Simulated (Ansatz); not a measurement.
Consider the atomization: `FBC1N[SiH2]1` → B• + C• + F• + 5 H• + N• + Si•.

Calculated with Ansatz (gas phase, PBE0-D4/def2-TZVP geometries, no zero-point term in ΔE). CCSD(T)/CBS adds triple-zeta CCSD(T) − MP2 to the extrapolated MP2 energy (def2 sets, frozen cores). This one scheme is used for every species, atoms too. DFT in def2-TZVPP. B3LYP here is the variant with VWN-RPA as its local correlation; programs differ in this. No spin–orbit coupling; open shells (•) take unrestricted orbitals. Spin–orbit coupling would lower the free atoms: a little for B, C, F, Si. One conformer a species, not always the lowest.

`FBC1N[SiH2]1`:

```xyz
10

F    -1.779    1.523   -0.033
B    -0.516    1.487    0.383
C     0.197    0.163    0.616
N    -0.535   -1.133    0.475
Si    0.386   -0.843   -0.946
H     0.060    2.535    0.493
H     1.122    0.163    1.196
H    -0.268   -1.833    1.152
H     1.696   -1.499   -1.150
H    -0.363   -0.563   -2.184
```

| level | ΔE (eV) |
| --- | --- |
| PBE0-D4 | 38.50 |
| B3LYP-D4 | 38.46 |
| MP2/def2-TZVPP | 38.05 |
| SCS-MP2/def2-TZVPP | 37.83 |

(1) What does CCSD(T)/CBS give? (Best estimate.)

Largest T1 diagnostic among the species: 0.014.

Results:

(1) Computed: +38.28 eV. The listed levels differ from it by 0.22, 0.18, -0.23, -0.45 eV.

In def2-TZVPP, CCSD(T) changes the Hartree–Fock value by +9.55 eV (the triples alone add +0.63 eV) and MP2 by +10.41 eV; breaking electron pairs costs correlation energy, which Hartree–Fock lacks. From PBE to PBE0 (25 % exact exchange), in def2-TZVPP and without D4, ΔE moves by −0.76 eV: exact exchange takes away binding that semilocal exchange gives to molecules. The D4 term adds +0.33 eV with B3LYP and +0.17 eV with PBE0; it sums over pairs of atoms, weighted by their polarisabilities, and B3LYP, whose exchange is more repulsive, gets the larger term.

For atomizations the MP2-based limit and the directly extrapolated one differ by several kJ/mol either way, and by 10 to 25 for some Ge, Se and Sn compounds, so smaller differences from it don't rank the levels.
